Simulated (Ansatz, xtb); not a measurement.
**Relative energy of two structures of C2H4Sn**

We compare I, `C[CH]=[Sn]`, a singlet, with II, a triplet given by its coordinates. Both are isolated molecules in the gas phase, relaxed with r2SCAN-D4/def2-SVP.

I (Å):

```xyz
7

C    -0.2719   -0.4231   -1.1455
C     0.4502   -0.6321   -2.4422
Sn    2.3435   -1.1242   -2.9337
H     0.3700   -0.5699   -0.2620
H    -0.6950    0.5973   -1.0759
H    -1.1312   -1.1132   -1.0432
H    -0.1916   -0.4856   -3.3337
```

II (Å):

| atom | x (Å) | y (Å) | z (Å) |
| --- | --- | --- | --- |
| C | 0.0023 | -0.3822 | -1.0151 |
| C | 0.0164 | -0.1525 | -2.3779 |
| Sn | 0.9548 | -2.5318 | -2.0684 |
| H | -0.8982 | -0.7478 | -0.5121 |
| H | 0.8266 | -0.0499 | -0.3766 |
| H | -0.8725 | -0.3301 | -2.9910 |
| H | 0.8522 | 0.3680 | -2.8554 |

Close contacts (Å): C1–C2 1.38, C1–Sn3 2.58, C2–Sn3 2.58, C1–H4 1.09, C1–H5 1.09, C2–H6 1.09, C2–H7 1.09.

Task: Estimate E(II) − E(I) at the level CCSD(T)/def2-TZVP.

Result: Calculated at CCSD(T)/def2-TZVP: E(II) − E(I) = +7.40 kJ/mol, so structure I lies lower.

The same difference at several levels:

```tsv
level	geometry	E(II) − E(I) (kJ/mol)	departure from the last row (kJ/mol)	job, with rough time for the two
HF/STO-3G	GFN2-xTB	+24.26	+16.86	single point, 2.7 s
r2SCAN-D4/def2-SVP//GFN2-xTB	GFN2-xTB	−22.58	−29.98	single point, 4.3 s
r2SCAN-D4/def2-SVP	r2SCAN-D4/def2-SVP	−19.87	−27.27	optimisation, 56 s
HF/def2-TZVP	r2SCAN-D4/def2-SVP	−76.33	−83.73	part of the CCSD(T) run
MP2/def2-TZVP	r2SCAN-D4/def2-SVP	+7.76	+0.36	part of the CCSD(T) run
CCSD(T)/def2-TZVP	r2SCAN-D4/def2-SVP	+7.40		single point, 2.4 min
```

r2SCAN-D4/def2-SVP//GFN2-xTB, r2SCAN-D4/def2-SVP, HF/def2-TZVP put the two in the other order. The largest departure from CCSD(T)/def2-TZVP is that of HF/def2-TZVP, 83.73 kJ/mol. At CCSD(T)/def2-TZVP a singlet with the links of II lies below this triplet.

With harmonic frequencies from r2SCAN-D4/def2-SVP (ideal gas, rigid rotor, one conformer each, 298.15 K, 1 atm): on the last row, ΔE + ΔZPE = +9.68, ΔH = +9.30, ΔG = +9.09 kJ/mol.

Open shells are spin-unrestricted. The correlated steps freeze 6 core orbitals; the filled d shell of Sn is correlated, in a basis made for valence electrons. Atoms past krypton carry core potentials in the def2 sets, other sets are all-electron and non-relativistic, and no spin–orbit term is included. ΔG holds the spin degeneracy. Run with Ansatz 0.2.0, xtb 6.7.1; the last row on 1 thread of Intel(R) Xeon(R) Platinum 8223CL CPU @ 3.00GHz (Skylake/Cascade Lake) on a shared host.
